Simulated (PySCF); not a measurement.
C2H2N3, SMILES N1[N]C=NC=1 (connectivity only; charge and spin as stated), charge -1, multiplicity 1. The structure is a stationary point at PBE0-D3(BJ)/def2-SVPD. The multiplicity is an assumed one; other spin states were not compared. The isomer is the one that the SMILES or the coordinates give; other isomers of the formula were not compared.

All values below come from PBE0-D3(BJ)/def2-SVPD in PySCF.

Harmonic wavenumbers (cm⁻¹): 710, 728, 831, 832, 991, 998, 1103, 1201, 1209, 1294, 1320, 1428, 1533, 3184, 3189. Rotational constants (GHz): 10.71, 10.33, 5.259; symmetry number 2.

### Question
Work out the zero-point energy and the ideal-gas rigid-rotor harmonic-oscillator thermochemistry at 298.15 K and 1 atm.

### Answer
ZPE = ½ Σ hcν = ½ × 20552 cm⁻¹ = 29.38 kcal/mol. H − E(el) = 32.07 kcal/mol. Entropy in cal/(mol K): translation 38.57, rotation 22.45, vibration 1.35, total 62.37. G − E(el) = 13.48 kcal/mol. Cp = 12.64 cal/(mol K).
